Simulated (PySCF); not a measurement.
C3H6OSi2, SMILES O=C[Si@H]1C=C[SiH2]1.

Geometry optimised at PBE0-D3(BJ)/def2-SVP. The structure was generated by enumeration; whether it is a known compound was not checked. One conformer was computed; it need not be the lowest.

Computed with CAM-B3LYP/def2-TZVP (PySCF).

Computed frontier levels, gap, dipole moment and polarisability:
```
Quantity                                                                                                         Value
---------------------------------------------------------------------------------------------  -----------------------
highest occupied level                                                                                        -8.23 eV
lowest empty level                                                                                            -0.59 eV
orbital gap                                                                                                    7.64 eV
dipole moment                                                                                                0.620 e·Å
quadrupole, principal values (traceless, Buckingham form, about the centre of nuclear charge)   -10.66, 3.43, 7.23 D·Å
mean static polarisability                                                                       89.8 bohr³ (13.31 Å³)
polarisability, principal values                                                               74.4, 83.1, 112.0 bohr³
```
